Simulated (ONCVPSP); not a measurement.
## Before and after: ONCV potential for xenon (Xe)

xenon, optimised norm-conserving Vanderbilt (ONCV), made with ONCVPSP 4.0.1 (PBEsol, scalar-relativistic). Core [Ar] 3d10, reference 4s2 4p6 4d10 5s2 5p6. Waves: 4s+5s: rc 1.10 bohr, ncon 5, nbas 9, qcut 11.4 1/bohr, 3 projectors, debl 1.9 Ha; 4p+5p: rc 1.20 bohr, ncon 3, nbas 7, qcut 10.4 1/bohr, 2 projectors; 4d: rc 1.25 bohr, ncon 3, nbas 8, qcut 13.8 1/bohr, 2 projectors, debl 1.6 Ha. Local part: polynomial inside 1.00 bohr (lpopt 3, dvloc0 4 Ha). Core correction: Teter function, fcfact 5.5, rcfact 1.7.

In the d channel the program set the typed energies aside and used -2.180, 0.250 Ha.

Change: d: qcut 11.2.

Cutoffs: the cutoffs (Ha) at which the residual kinetic energy of the hardest occupied pseudo-wave falls to 1 and 0.1 mHa per electron; they do not see the model core or the augmentation charge, which bear on the density cutoff. Errors are all-electron minus pseudo energies relative to the spin-unpolarised reference configuration.

**Question.** How do hardness, ghosts and transferability respond?

**Answer.** The potential gets neither clearly harder nor softer (59 Ha and 69 Ha → 56 Ha and 65 Ha); the s channel sets the loose cutoff, while the largest relative change is in d, which becomes softer; the errors of the 4 common tests hardly move; neither file shows a bound ghost.

```csv
quantity,base,changed
"cutoff, loose",59 Ha,56 Ha
"cutoff, tight",69 Ha,65 Ha
loose cutoff by channel,"s 56 Ha, p 31 Ha, d 59 Ha","s 56 Ha, p 31 Ha, d 50 Ha"
bound ghosts,none,none
GHOST(+) flags under 300 eV,none,none
"error for 4s2 4p6 4d10 5s2 5p5, meV [ΔE 12.55 eV]",-2.7,-2.8
"error for 4s2 4p6 4d10 5s2 5p4, meV [ΔE 34.33 eV]",-8.2,-8.3
"error for 4s2 4p6 4d10 5s2 5p3, meV [ΔE 66.10 eV]",-17,-18
"error for 4s2 4p6 4d9 5s2 5p6, meV [ΔE 67.65 eV]",-10,+9.4
s: phases at 1.12 bohr within 0.05 rad from the reference energy up to (Ha; the scan ends near 5),to the end of the scan,to the end of the scan
p: phases at 1.22 bohr within 0.05 rad from the reference energy up to (Ha; the scan ends near 5),to the end of the scan,to the end of the scan
d: phases at 1.27 bohr within 0.05 rad from the reference energy up to (Ha; the scan ends near 5),to the end of the scan,to the end of the scan
"rms error of d²Exc/dni dnj with the model core, mHa",3.36,3.36
```
